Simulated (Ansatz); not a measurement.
A structure relaxed at PBE0-D4/def2-TZVP, charge 0, multiplicity 1:

```csv
atom,x (Å),y (Å),z (Å)
B1,0.112,-1.130,0.647
C2,0.352,0.354,0.245
C3,-0.545,0.847,-0.842
O4,-1.292,1.780,-0.735
H5,0.437,-1.521,1.728
H6,-0.341,-1.903,-0.146
H7,1.368,0.255,-0.187
H8,0.411,1.062,1.073
H9,-0.502,0.257,-1.784
```

(1) Give its formula and SMILES.

(2) Summarise the bond lengths by kind.

Answers

(1) C2H5BO, `BCC=O`.

(2) 1 × B–C 1.556 Å; 2 × B–H 1.194 to 1.197 Å; 1 × C–C 1.493 Å; 3 × C–H 1.091 to 1.112 Å; 1 × C–O 1.200 Å.

Program: Ansatz 0.2.0.
